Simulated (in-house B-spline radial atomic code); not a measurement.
Radial electron density of V4+, [Ar] 3d1. Level of theory: non-relativistic r2SCAN, spin-polarised, spherical fractional occupations, point nucleus; calculated with a radial B-spline atomic code at the basis-set limit.

Columns: r (bohr), 4πr²n(r) (electrons per bohr), bar.

```
 0.00302   0.8159 #
 0.00361    1.135 ##
 0.00432    1.573 ##
 0.00516    2.159 ###
 0.00617    2.947 ####
 0.00737    3.979 ######
  0.0088    5.312 ########
  0.0105    6.996 ##########
  0.0126     9.15 ##############
   0.015    11.62 #################
  0.0179    14.49 #####################
  0.0214    17.66 ##########################
  0.0256    20.89 ###############################
  0.0306    23.82 ###################################
  0.0366    26.08 #######################################
  0.0437    27.23 ########################################
  0.0522    27.06 ########################################
  0.0624    25.61 ######################################
  0.0746    23.41 ###################################
  0.0891    21.44 ################################
   0.106    20.76 ###############################
   0.127    22.06 #################################
   0.152    25.09 #####################################
   0.182    28.38 ##########################################
   0.217    29.75 ############################################
   0.259    27.74 #########################################
    0.31    22.31 #################################
    0.37    15.62 #######################
   0.443    10.38 ###############
   0.529    8.584 #############
   0.632    9.571 ##############
   0.755    10.99 ################
   0.902    10.71 ################
    1.08    8.348 ############
    1.29    5.161 ########
    1.54    2.497 ####
    1.84   0.9255 #
     2.2   0.2585 
    2.63  0.05479 
    3.14 0.008982 
    3.75 0.001102
```

On this grid the curve has 3 maxima, near 0.0437, 0.217, 0.755 bohr.

The 3p down radial function P(r) = rR(r), positive near the nucleus:

```
r (bohr)          P
 0.00302   0.001231
 0.00432   0.002481
 0.00617   0.004954
  0.0088   0.009777
  0.0126    0.01919
  0.0179    0.03645
  0.0256     0.0683
  0.0366     0.1232
  0.0522       0.21
  0.0746     0.3328
   0.106     0.4706
   0.152     0.5663
   0.217     0.5021
    0.31     0.1697
   0.443    -0.4009
   0.632     -0.943
   0.902     -1.089
    1.29    -0.7659
    1.84    -0.3179
    2.63   -0.06652
    3.75  -0.005638
```
